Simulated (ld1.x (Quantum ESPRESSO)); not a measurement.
**Sb, RRKJ: configuration errors across variants**

Sb, norm-conserving RRKJ (Kleinman–Bylander form), made with ld1.x (Quantum ESPRESSO) 7.5 (PBE, scalar-relativistic). Core [Kr], reference 4d10 5s2 5p2 (charge +1). Waves: 5p (bound): rc 1.90 bohr; 4d (bound): rc 0.95 bohr; 5s (bound): rc 1.70 bohr. Local part: the s channel. Core correction: Bessel-smoothed model core, default radius (core density twice the valence density). rho0 = 0.001.

All-electron excitation energies from the reference (eV): (1) 4d10 5s2 5p3 -8.317; (2) 4d10 5s2 5p1 15.968; (3) 4d10 5s2 5p0 40.381; (4) 4d10 5s1 5p3 8.732; (5) 4d10 5s1 5p4 -0.205; (6) 4d9 5s2 5p3 32.418; (7) 4d9 5s2 5p4 22.803.

Errors AE − PS in meV (a dash: test not solved or not reliable):

| change | (1) | (2) | (3) | (4) | (5) | (6) | (7) | bound ghosts |
| --- | --- | --- | --- | --- | --- | --- | --- | --- |
| base | +3.2 | -3.0 | -9.7 | -3.9 | -3.5 | -441 | -502 | none |
| wave 4d (bound): rc 0.95 bohr becomes 4d (bound): rc 0.62 bohr | +3.1 | -3.0 | -9.9 | -3.9 | -3.5 | -462 | -523 | none |
| wave 4d (bound): rc 0.95 bohr becomes 4d (bound): rc 0.70 bohr | +3.2 | -3.0 | -9.8 | -3.9 | -3.4 | -454 | -515 | none |
| wave 4d (bound): rc 0.95 bohr becomes 4d (bound): rc 0.78 bohr | +3.2 | -2.9 | -9.8 | -3.9 | -3.4 | -449 | -510 | none |
| wave 4d (bound): rc 0.95 bohr becomes 4d (bound): rc 0.98 bohr | +3.2 | -3.0 | -9.7 | -3.9 | -3.5 | -440 | -501 | none |
| wave 4d (bound): rc 0.95 bohr becomes 4d (bound): rc 1.04 bohr | +3.2 | -3.0 | -9.7 | -3.9 | -3.4 | -438 | -499 | none |
| wave 4d (bound): rc 0.95 bohr becomes 4d (bound): rc 1.16 bohr | +3.1 | -3.0 | -9.7 | -3.9 | -3.5 | -435 | -495 | none |
| wave 4d (bound): rc 0.95 bohr becomes 4d (bound): rc 1.24 bohr | +3.1 | -2.9 | -9.6 | -3.9 | -3.5 | -429 | -489 | none |
| wave 4d (bound): rc 0.95 bohr becomes 4d (bound): rc 1.32 bohr | +3.1 | -2.9 | -9.5 | -3.9 | -3.5 | -423 | -483 | none |
| wave 4d (bound): rc 0.95 bohr becomes 4d (bound): rc 1.40 bohr | +3.2 | -2.9 | -9.4 | -3.9 | -3.5 | -405 | -464 | none |

Give the same row for: wave 4d (bound): rc 0.95 bohr becomes 4d (bound): rc 0.90 bohr.

+3.2, -3.0, -9.7, -3.9, -3.4, -443, -503; bound ghosts: none.
